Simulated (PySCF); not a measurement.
Compound: digermathiane, Ge2H6S.
Numbering: `[GeH3:1][S:2][GeH3:3]` (hydrogens: H4, H5, H6 on Ge1; H7, H8, H9 on Ge3)

Structure used (PBE0-D3(BJ)/def2-SVP), in Å, numbered top down from 1:
```xyz
9
Ge2H6S angstrom
Ge     1.5518    0.5353    0.2253
S      0.0025    0.7855   -1.3606
Ge    -1.6254   -0.4347   -0.4460
H      1.9233   -0.9521    0.3703
H      2.7613    1.3550   -0.2452
H      1.0238    1.0660    1.5711
H     -1.1651   -1.8954   -0.2860
H     -2.8078   -0.3403   -1.4204
H     -2.0064    0.1382    0.9317
```

Computed with PySCF at wB97X-D/def2-SVPD, non-relativistic, on one gas-phase PBE0-D3(BJ)/def2-SVP geometry that isn't relaxed in the solvent. The solvent is an IEF-PCM continuum (van der Waals radii × 1.2). Specific hydrogen bonds and non-electrostatic terms are outside this model. Spin–orbit coupling is left out although an atom past zinc is present.

Gas phase at wB97X-D/def2-SVPD: HOMO -9.02 eV, LUMO 1.17 eV, dipole 1.43 D.

Q: What does the continuum do to the energy, the frontier levels and the dipole at wB97X-D/def2-SVPD in acetone and dimethylsulfoxide?

A: 
| solvent | ε | E(solvent) − E(gas) (kcal/mol) | polarisation term (kcal/mol) | distortion of the solute (kcal/mol) | HOMO (eV) | LUMO (eV) | dipole (D) |
| --- | --- | --- | --- | --- | --- | --- | --- |
| acetone | 20.49 | -1.74 | -2.13 | 0.39 | -9.09 | 1.27 | 2.10 |
| dimethylsulfoxide | 46.83 | -1.83 | -2.27 | 0.44 | -9.10 | 1.27 | 2.14 |

The polarisation term is half the interaction of the solute with the surface charges that it induces; the rest is the cost of distorting the solute's density. The sum is the electrostatic part of solvation alone. From acetone to dimethylsulfoxide the lowering changes by a factor 1.05, Onsager's factor (ε − 1)/(2ε + 1) by 1.04 and ε itself by 2.3.

Q: Which radius a makes the point-dipole formula ΔE = −[(ε − 1)/(2ε + 1)]·μ²/a³ give the value in dimethylsulfoxide, with the gas-phase dipole?

A: μ = 0.561 au and |ΔE| = 0.00291 Eh give a = 1.98 Å; the farthest nucleus lies 3.10 Å from the centroid of the nuclei, so such a sphere wouldn't even hold the nuclei. The formula assumes a rigid point dipole at the centre of a sphere.

Q: Give the dipole vector in the frame of the coordinates (D, pointing from negative to positive charge), gas and dimethylsulfoxide.

A: Gas (-0.04, -0.72, 1.23), solvent (-0.06, -1.08, 1.84). Its length changes by +50 % and its direction by less than 1°.

Q: How does the static polarisability (wB97X-D/def2-SVPD, frozen core, with the continuum's full static response) change?

A: 
```csv
medium,isotropic (au),principal values (au),⟨r²⟩ of the electrons (bohr²)
gas,85.4,"72.2, 80.8, 103.1",1013.2
acetone,118.7,"104.4, 115.8, 135.8",1012.7
dimethylsulfoxide,120.8,"106.7, 118.1, 137.5",1012.6
```

The isotropic value in dimethylsulfoxide is 1.41 times the gas-phase one; no cavity-field correction is applied. ⟨r²⟩ is taken about the centre of nuclear charge.

Hardware: Arm Neoverse V1, one thread, no GPU, shared host. Cost: 16 s. This is the whole response run at wB97X-D/def2-SVPD in dimethylsulfoxide, SCF included.

wB97X-D is run here without its empirical dispersion term; that term would change no orbital, density or response property at a fixed geometry.
